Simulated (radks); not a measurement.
All-electron atom: Zn+ in [Ar] 3d10 4p1 (not the ground configuration). Method: scalar-relativistic Kohn-Sham, PBE, spin-polarised, spherical densities, point nucleus; open shells are filled with parallel spins first; computed with a radial shooting solver on a logarithmic mesh with Libxc functionals.

X-ray form factor f0, the Fourier transform of the density (f0(0) = 29):

| sin(theta)/lambda (1/angstrom) | f0 (electrons) |
|---|---|
| 0.05 | 28.536 |
| 0.1 | 27.352 |
| 0.15 | 25.818 |
| 0.2 | 24.150 |
| 0.25 | 22.432 |
| 0.3 | 20.710 |
| 0.4 | 17.425 |
| 0.5 | 14.567 |
| 0.6 | 12.251 |
| 0.8 | 9.133 |
| 1 | 7.434 |
| 1.25 | 6.269 |
| 1.5 | 5.463 |
| 2 | 4.052 |
